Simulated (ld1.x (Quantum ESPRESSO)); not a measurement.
# What the settings do to the PAW potential of palladium

Base potential:

| Property | Result |
| --- | --- |
| Element | palladium (Pd) |
| Generator | ld1.x (Quantum ESPRESSO) 7.5 |
| Type | PAW |
| Functional | LDA (PZ) |
| Relativity | scalar-relativistic |
| Frozen core | [Kr] |
| Valence charge | 10 |
| Reference configuration | 4d10 5s0 5p0 |
| Partial waves | 5s (bound, empty): rcut 2.35, rcutus 2.45 bohr; 5s channel at 3.15 Ry: rcut 2.35, rcutus 2.45 bohr; 5p (bound, empty): rcut 3.25, rcutus 4.00 bohr; 5p channel at 2.8 Ry: rcut 3.25, rcutus 4.00 bohr; 4d (bound): rcut 1.85, rcutus 2.15 bohr; 4d channel at 4.4 Ry: rcut 1.85, rcutus 2.15 bohr |
| Local potential | all-electron potential smoothed inside 1.65 bohr (lloc = -2) |
| Core correction | Bessel-smoothed model core, default radius (core density twice the valence density) |
| Augmentation charge | PSQ, inside the norm-conserving radii |

All-electron outer shells of the reference configuration (LDA (PZ), scalar-relativistic, ld1.x):

```
shell  level (eV)  outermost node (bohr)  outermost maximum (bohr)
   4s      -85.44                   0.45                      0.85
   4p      -51.36                   0.46                      0.91
   4d       -4.31                   0.45                      1.10
   5s       -3.62                   1.15                      2.64
   5p       -0.36                   1.31                      4.09
```

Cutoffs, loose and tight: the cutoffs (Ry, on a coarse ladder) from which the occupation-weighted sum of valence levels, in a spherical-Bessel basis at the reference potential, stays within 10 and 1 mRy of its value at 400 Ry. They do not see the model core or the augmentation charge, which bear on the density cutoff. Test errors are all-electron minus pseudo excitation energies from the reference, over the configurations 4d9 5s0 5p0; 4d8 5s0 5p0; 4d7 5s0 5p0; 4d8 5s1 5p0; 4d6 5s0 5p0; 4d9 5s0 5p1; 4d9 5s1 5p0 (two spin-polarised tests are not counted in the largest error). A dash means not determined; rows that change the core or the reference have their own tests. The largest error is taken over the tests solved by every variant that gives reliable tests at all: 4d7 5s0 5p0; 4d8 5s0 5p0; 4d9 5s0 5p0.

Cutoffs are not given where the Bessel-basis levels miss the radial ones by over 6 mRy, ghosts where they miss by over 20 mRy; a channel whose overlap is not positive is not tested.

A file whose overlap is not positive is unfit for use, and its test errors describe a broken file.

```csv
change,outcome,"cutoff, loose","cutoff, tight",bound ghosts,largest test error (meV)
base,generated,25 Ry,40 Ry,none,-571
"all radii but the core radius scaled by about 0.78 (s 1.92, p 3.12, d 1.68 bohr, rcut 1.84/2.54/1.44); local potential all-electron potential smoothed inside 1.30 bohr (lloc = -2)","generated, overlap not positive",–,–,not determined (overlap not positive),-534
"all radii but the core radius scaled by about 0.91 (s 2.24, p 3.66, d 1.96 bohr, rcut 2.16/2.98/1.70); local potential all-electron potential smoothed inside 1.52 bohr (lloc = -2)","generated, overlap not positive",–,–,not determined (overlap not positive),-562
"all radii but the core radius scaled by about 1.15 (s 2.82, p 4.60, d 2.46 bohr, rcut 2.70/3.74/2.12); local potential all-electron potential smoothed inside 1.90 bohr (lloc = -2)",generated,18 Ry,30 Ry,none,-443
```

(1) What comes out with this change to the base: all radii but the core radius scaled by about 1.38 (s 3.38, p 5.50, d 2.96 bohr, rcut 3.24/4.48/2.54); local potential all-electron potential smoothed inside 2.28 bohr (lloc = -2)?

(2) What comes out with this change to the base: all radii but the core radius scaled by about 1.27 (s 3.12, p 5.10, d 2.74 bohr, rcut 3.00/4.14/2.36); local potential all-electron potential smoothed inside 2.10 bohr (lloc = -2)?

Answers

(1) outcome: generated; cutoff, loose: 12 Ry; cutoff, tight: 18 Ry; bound ghosts: none; largest test error (meV): test run stopped at test 1 of 9 (negative rho).

(2) outcome: generated; cutoff, loose: 15 Ry; cutoff, tight: 21 Ry; bound ghosts: none; largest test error (meV): -712.

Reading the sweep of the scale of all radii but the core radius (base = 1) (base included, trends over the rows without a ghost): The loose cutoff falls from 25 Ry at 1 to 12 Ry at 1.38. A larger radius leaves more room for a smooth pseudo-wave, so fewer plane waves are needed; a smaller one forces it to follow the all-electron wave where it bends sharply.
